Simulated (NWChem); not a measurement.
Si2NH7 cation, doublet; SMILES of the neutral closed-shell parent [SiH3]N[SiH3]

```xyz
10

Si     1.6770     0.0000     0.1511
N      0.0000     0.0000    -0.5968
Si    -1.6770     0.0000     0.1511
H      2.2830     1.2382    -0.4128
H      1.4633     0.0000     1.6138
H      2.2830    -1.2382    -0.4128
H      0.0000     0.0000    -1.6283
H     -2.2830    -1.2382    -0.4128
H     -2.2830     1.2382    -0.4128
H     -1.4633     0.0000     1.6138
```
Atoms are numbered in this order, from 1.

Results from NWChem. Spin-unrestricted. Medium grid unless said otherwise, to which SCAN and Minnesota functionals are sensitive. In the optimisation the excess spin sits in b (C2, its own frame). Structure relaxed at the PBE0/def2-SVP, spin-unrestricted level. This spin state was assumed; another may lie lower. No stability test was run on the SCF state. Total energies of different functionals are on different scales.

| level | energy (Ha) | highest occupied level (eV) | lowest empty minus highest occupied level, either spin (eV) | <S²> |
|---|---|---|---|---|
| B3LYP/def2-SVP | -637.4625 | -14.26 | 3.44 | 0.756 |
| PBE/def2-SVP | -637.0314 | -12.95 | 1.41 | 0.754 |
| MN15-L/def2-SVP | -637.1804 | -13.53 | 2.18 | 0.758 |
| N12/def2-SVP | -637.3166 | -12.91 | 1.67 | 0.757 |
| r2SCAN0/def2-SVP | -637.3135 | -14.86 | 4.68 | 0.759 |
| revPBE/def2-SVP | -637.2771 | -12.97 | 1.47 | 0.754 |
| B97-2/def2-SVP | -637.4227 | -14.25 | 3.51 | 0.756 |
| PBE0/def2-SVP | -637.0976 | -14.53 | 4.03 | 0.756 |
